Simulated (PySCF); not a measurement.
Fractional electron number in Co²⁺ (cobalt, charge +2)

The 3d beta orbital of [Ar] 3d7 is emptied in steps (occupation f), with all orbitals relaxed, ending at [Ar] 3d6. Computed with PySCF 2.14 in aug-cc-pVTZ-DK (8s7p5d3f2g, 93 functions), with scalar relativity by spin-free X2C-1e. The exact energy is a straight line in f; departures are measured from the line between the end points of the same method.

Task: Among UHF, LDA, PBE, which shows the largest delocalisation error (convex curve), and which is closest to linear?

Result: Most convex: LDA (-2.085 eV at f = 0.4); closest to linear: UHF (0.680 eV).

```tsv
f	UHF (eV)	LDA (eV)	PBE (eV)
1	0.000	0.000	0.000
0.8	0.491	-1.364	-1.328
0.6	0.707	-2.066	-2.006
0.4	0.680	-2.085	-2.019
0.2	0.437	-1.402	-1.354
0	0.000	0.000	0.000
```

```
method  E(f=0) − E(f=1) (eV)  −ε at f=1 (eV)  −ε at f=0.4 (eV)
   UHF                31.199          34.399            30.501
   LDA                34.417          25.975            36.063
   PBE                34.148          25.918            35.768
```

Reference removal energy between the ground levels: 33.5 ± 0.06 eV (semi-empirical (NIST evaluation); NIST Atomic Spectra Database, ionization energies). The calculation has no spin-orbit coupling. The determinant left behind need not be the lowest term of the ion. UHF lacks correlation.
